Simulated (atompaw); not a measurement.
rhenium: one change to a PAW (atompaw) potential, before and after

atompaw 4.2.0.5 input, output lines left out:

```
Re 75
LDA-PW scalarrelativistic loggrid 2001 logderivrange -2 5 176
6 6 5 4 0 0
6 0 1.75
6 1 0.25
5 2 5
0 0 0
c
c
c
c
c
v
c
c
c
c
v
c
c
v
c
2
3.00 2.65 2.65 2.85
y
0.25
n
y
1.8
n
y
-0.1
n
custom polynom vanderbiltortho sinc
bessel
3.00
3.00
3.00
3.00
2.00
3.00
```

Change: wave 5d (bound): rc 2.00 bohr becomes 5d (bound): rc 2.38 bohr.

Cutoffs: the cutoffs (Ry, on a coarse ladder) from which the occupation-weighted sum of valence levels, in a spherical-Bessel basis at the reference potential, stays within 10 and 1 mRy of its value at 400 Ry; they do not see the model core or the augmentation charge, which bear on the density cutoff.

**Question.** What does the change do?

**Answer.** The potential gets softer (21 Ry and 40 Ry → 18 Ry and 30 Ry); neither file shows a bound ghost.

| quantity | base | changed |
| --- | --- | --- |
| cutoff, loose | 21 Ry | 18 Ry |
| cutoff, tight | 40 Ry | 30 Ry |
| loose cutoff by channel (10 mRy a level) | s 6 Ry, p 6 Ry, d 18 Ry | s 6 Ry, p 6 Ry, d 15 Ry |
| bound ghosts | none | none |
| s: phases at 3.02 bohr within 0.05 rad from the reference energy up to (Ry; the scan ends near 5) | 2.6 | 2.6 |
| p: phases at 3.02 bohr within 0.05 rad from the reference energy up to (Ry; the scan ends near 5) | 3.4 | 3.4 |
| d: phases at 3.02 bohr within 0.05 rad from the reference energy up to (Ry; the scan ends near 5) | 1.4 | 1.6 |
| lowest overlap eigenvalue by channel | s 0.20, p 0.32, d 0.14 | s 0.20, p 0.32, d 0.25 |

 The cutoffs see the waves, projectors and local potential, not the compensation charge or the core.
